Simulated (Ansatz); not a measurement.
```yaml
atoms:
  - { symbol: Cr, position_ang: [0.0000, 0.0000, 0.0000] }
  - { symbol: Cl, position_ang: [0.0000, 0.0000, 3.2910] }
```

Basis set: pcseg-2 (spherical functions). Charge 0, multiplicity 6.

Computed with Ansatz (development build ahead of 0.2.0); each method stands on the lowest determinant of its kind that the runs found.

The atomization energy at this shape (free ground-state atoms in the same class of orbitals less the molecule, no zero-point energy) of sextet CrCl:

```json
{"method": "PBE0 (unrestricted)", "atomization energy": "42.71 kcal/mol"}
{"method": "PBE (unrestricted)", "atomization energy": "45.73 kcal/mol"}
```

Q: What does UHF give?

A: 27.30 kcal/mol. Caution: the shape is not the minimum.
